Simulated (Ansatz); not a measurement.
`[SiH3][CH2][GaH2]` + `O=C[SiH](O)Cl` → `O=C[SiH](Cl)O[SiH3]` + `[CH3][GaH2]`  (ligand exchange at the Si–C bond)

Calculated with Ansatz (gas phase, PBE0-D4/def2-TZVP geometries, no zero-point term in ΔE). CCSD(T)/CBS adds triple-zeta CCSD(T) − MP2 to the extrapolated MP2 energy (def2 sets, frozen cores). Functionals use def2-TZVPP. For Ga outer-core shells are correlated without core-valence functions, which leaves a few kJ/mol of doubt a bond. Scalar relativity is left out up to krypton. Each species was taken in one conformer, which may not be the lowest.

CCSD(T)/CBS gives -0.96 eV.

(1) Another level gave -0.94 eV. Which?
A. B97M-V/def2-TZVPP
B. r2SCAN-D4/def2-TZVPP
C. HF/def2-TZVPP
D. CAM-B3LYP/def2-TZVPP

Largest T1 diagnostic among the species: 0.014.

## Answers

(1) B. r2SCAN-D4 -0.94, CAM-B3LYP -1.03, B97M-V -0.98, HF/def2-TZVPP -1.19 eV.

From BLYP to BHLYP (50 % exact exchange), in def2-TZVPP and without D4, ΔE moves by −0.12 eV. In def2-TZVPP, CCSD(T) changes the Hartree–Fock value by +0.23 eV (the triples alone add +0.03 eV) and MP2 by +0.22 eV. Leaving LDA and LC-ωPBE aside and taking each functional with its dispersion term where it has one, the values, not all of them listed here, spread over 0.28 eV, from BHLYP-D4 to PBE-D4.
